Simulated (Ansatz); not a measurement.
`BC(=C)NCF` and `BC(=C)[NH][GeH3]` differ in one atom or group.

Ansatz, PBE0-D4/def2-TZVP geometries, multiplicity 1. Each molecule was computed in one conformer, which needn't be the lowest.

Scalar relativity is left out up to krypton.

| property | `BC(=C)NCF` |
| --- | --- |
| HOMO energy (PBE0/def2-TZVPP) / eV | -6.71 |
| HOMO energy (ωB97M-V/def2-TZVPP) / eV | -8.87 |
| LUMO energy (PBE0/def2-TZVPP) / eV | -1.99 |
| LUMO energy (ωB97M-V/def2-TZVPP) / eV | -0.02 |
| HOMO–LUMO gap (PBE/def2-TZVPP) / eV | 2.72 |
| HOMO energy (B3LYP/def2-TZVPP) / eV | -6.51 |

Task: Give the same properties after the change, and the shifts. (Estimate.)

Result: Computed: 
| property | `BC(=C)[NH][GeH3]` | shift |
| --- | --- | --- |
| HOMO energy (PBE0/def2-TZVPP) / eV | -6.22 | 0.49 |
| HOMO energy (ωB97M-V/def2-TZVPP) / eV | -8.35 | 0.52 |
| LUMO energy (PBE0/def2-TZVPP) / eV | -1.91 | 0.08 |
| LUMO energy (ωB97M-V/def2-TZVPP) / eV | 0.05 | 0.07 |
| HOMO–LUMO gap (PBE/def2-TZVPP) / eV | 2.36 | -0.36 |
| HOMO energy (B3LYP/def2-TZVPP) / eV | -6.02 | 0.49 |

With PBE0 the HOMO rises by 0.49 eV and the LUMO rises by 0.08 eV, so the gap narrows by about 0.41 eV. PBE moves the HOMO by 0.46 eV and ωB97M-V by 0.52 eV.

B3LYP here is the variant with VWN-RPA as its local correlation; programs differ in this.
